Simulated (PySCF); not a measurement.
CH7GeNOSi, SMILES [OH][Ge@@H]1[NH]C[SiH2]1. The structure is a stationary point at PBE-D3(BJ)/def2-SVP. The structure was generated by enumeration; whether it is a known compound was not checked. Other conformers were not sampled.

Computed equilibrium geometry at PBE-D3(BJ)/def2-SVP (PySCF confirms it by a frequency run) as a Z-matrix (one conformer of several):
```
N
H 1 1.0246
C 1 1.4683 2 118.11
H 3 1.1156 1 113.24 2 69.01
H 3 1.1172 4 107.10 1 127.48
Ge 1 1.8594 2 129.14 3 -155.19
O 6 1.8157 1 113.95 2 55.03
H 7 0.9750 6 110.35 1 -117.21
H 6 1.5631 7 105.78 8 7.98
Si 3 1.9360 4 112.42 5 121.99
H 10 1.5047 3 115.81 4 -114.68
H 10 1.5057 11 109.05 3 -131.04
```
